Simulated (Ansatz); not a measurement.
silanone (H$_{2}$OSi), singlet, at a GFN2-xTB geometry; Ansatz (an electronic-structure program) with HF/def2-SVPD.

Ansatz was given this input:
Ansatz 0.2 input:
```yaml
crystal:
  periodic: [false, false, false]
  atoms:
    - {symbol: Si, position_ang: [0.06685327, -0.42675674, 0.00274181]}
    - {symbol: O, position_ang: [-0.16591088, 1.05908930, -0.00680439]}
    - {symbol: H, position_ang: [-0.98465592, -1.43401683, -0.00031696]}
    - {symbol: H, position_ang: [1.37599714, -1.06410322, 0.01636676]}
basis:
  gaussian:
    orbitals: def2-SVPD
hamiltonian:
  xc: hf
accuracy: high
```

The log (banner, timings and long lists left out):

```
Functional definition: HF
1165 factors; integrals over basis functions are off by at most 3.6e-9 eV
mean field evaluation 1: about -9921.8151 eV, gradient 4.6e1 eV
mean field evaluation 2: about -9921.8220 eV, gradient 4.6e1 eV
mean field evaluation 4: about -9926.3195 eV, gradient 2.6e0 eV
mean field evaluation 8: about -9926.3513 eV, gradient 1.9e-1 eV
mean field evaluation 16: about -9926.3517 eV, gradient 2.7e-8 eV
mean field -9926.35169813 eV, -364.7866965835 hartree, gradient 2.7e-8 eV, S^2 0.000000; 0 other end points of the search recorded, 0 dependent functions left out
reference -9926.35169813 eV, -364.7866965835 hartree; 12, 12 occupied and 51, 51 virtual orbitals, 1165 factors
Total energy: -9926.35169813 eV, -364.7866965835 hartree
```
